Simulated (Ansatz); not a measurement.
One change: `F[Si](F)(F)[GeH3]` becomes `[OH][GaH][Si](F)(F)F`.

Ansatz, PBE0-D4/def2-TZVP geometries, multiplicity 1. Each molecule was computed in one conformer, which needn't be the lowest.

Scalar relativity is left out up to krypton.

| property | `F[Si](F)(F)[GeH3]` |
| --- | --- |
| LUMO energy (PBE/def2-TZVPP) / eV | -0.86 |
| HOMO energy (PBE/def2-TZVPP) / eV | -7.97 |
| LUMO energy (ωB97M-V/def2-TZVPP) / eV | 1.81 |
| LUMO energy (PBE0/def2-TZVPP) / eV | -0.04 |
| HOMO–LUMO gap (B3LYP/def2-TZVPP) / eV | 8.82 |
| size of the dipole moment (B3LYP/def2-TZVPP) / D | 1.99 |

(1) What does the change do to each property? (An estimate is asked.)

## Answers

(1) The calculation gave: 
| property | `[OH][GaH][Si](F)(F)F` | shift |
| --- | --- | --- |
| LUMO energy (PBE/def2-TZVPP) / eV | -2.92 | -2.06 |
| HOMO energy (PBE/def2-TZVPP) / eV | -7.23 | 0.74 |
| LUMO energy (ωB97M-V/def2-TZVPP) / eV | -0.41 | -2.22 |
| LUMO energy (PBE0/def2-TZVPP) / eV | -2.18 | -2.14 |
| HOMO–LUMO gap (B3LYP/def2-TZVPP) / eV | 5.93 | -2.89 |
| size of the dipole moment (B3LYP/def2-TZVPP) / D | 0.64 | -1.35 |

With PBE0 the HOMO rises by 0.71 eV and the LUMO falls by 2.14 eV, so the gap narrows by about 2.85 eV. PBE moves the HOMO by 0.74 eV and ωB97M-V by 0.69 eV. Dipoles are sizes alone; their direction can turn.

B3LYP here is the variant with VWN-RPA as its local correlation; programs differ in this.
